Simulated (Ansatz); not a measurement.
C3H6Sn (`C1=[CH][SnH2][CH2]1`), relaxed with RKS PBE0-D4/def2-TZVP in the Gaussian-basis code of Ansatz from a PBE-D4/def2-SVP geometry. The force threshold is 0.005 eV/Å; the program also tests the step.

Charge 0, multiplicity 1. Sn takes the def2 core potential.

Start:

```xyz
10

C     1.192   -0.206    0.061
C     0.612   -0.486   -1.134
Sn   -1.352    0.114   -0.434
C     0.233    0.320    1.112
H     2.273   -0.343    0.276
H     1.119   -0.875   -2.030
H    -2.574   -1.099   -0.223
H    -2.076    1.548   -1.088
H     0.128   -0.328    2.007
H     0.445    1.354    1.454
```

```
step  energy (eV)  largest force (eV/Å)  largest move (Å)
   1   -9035.7219                 0.557             0.000
   2   -9035.7773                 0.218             0.064
   3   -9035.7842                 0.060             0.021
   4   -9035.7844                 0.015             0.007
   5   -9035.7844                 0.005             0.002
```

End:

```xyz
10

C     1.176   -0.205    0.055
C     0.601   -0.480   -1.121
Sn   -1.325    0.112   -0.424
C     0.219    0.318    1.099
H     2.239   -0.337    0.268
H     1.105   -0.863   -2.001
H    -2.533   -1.082   -0.217
H    -2.041    1.525   -1.070
H     0.122   -0.323    1.977
H     0.436    1.335    1.434
```

It took 15 s on 4 threads of an Arm Neoverse V2 on a shared host, with 0.44 GiB of host memory at the peak.
